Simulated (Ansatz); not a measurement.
System: C5H10Cl, charge 0, multiplicity 2. It need not be the lowest isomer of its formula. 
Structure (B3LYP-D3(BJ)/def2-TZVP (Ansatz, a first-principles code) minimum search):
SMILES: [CH2]CC[C@H](C)Cl
```xyz
16

C     -2.8713    -0.9650     0.5484
C     -1.7072    -0.4594    -0.2202
C     -0.3663    -0.7639     0.4468
C      0.8519    -0.2641    -0.3109
C      2.1636    -0.7040     0.3084
Cl     0.8277     1.5641    -0.3994
H     -3.8315    -1.1055     0.0723
H     -2.8227    -1.0619     1.6251
H     -1.7871     0.6292    -0.3578
H     -1.7172    -0.8754    -1.2348
H     -0.2566    -1.8487     0.5512
H     -0.3504    -0.3477     1.4580
H      0.7999    -0.5750    -1.3541
H      3.0133    -0.3155    -0.2511
H      2.2398    -0.3553     1.3390
H      2.2181    -1.7956     0.3084
```
Charge 0, spin multiplicity 2.

Parts of the frozen-core correlation energy in cc-pwCVTZ (Ansatz, hartree). Frozen orbitals: 10; correlated occupied orbitals by spin: 19 and 18; virtual: 385 and 386. Open shells are spin-unrestricted. Spin-orbit coupling is left out. No relativistic terms.

```json
[
 {"term": "reference (HF)", "value": "-654.71425"},
 {"term": "MP2 opposite-spin", "value": "(withheld)"},
 {"term": "MP2 same-spin", "value": "(withheld)"},
 {"term": "CCSD correlation", "value": "-1.11604"},
 {"term": "(T)", "value": "(withheld)"},
 {"term": "T1 diagnostic", "value": "0.010"},
 {"term": "largest doubles amplitude", "value": "0.019"},
 {"term": "<S^2> of the reference", "value": "0.763"}
]
```

**Question.** Complete the blanks.

**Answer.** 
- MP2 opposite-spin, value: -0.80747
- MP2 same-spin, value: -0.24064
- (T), value: -0.04641
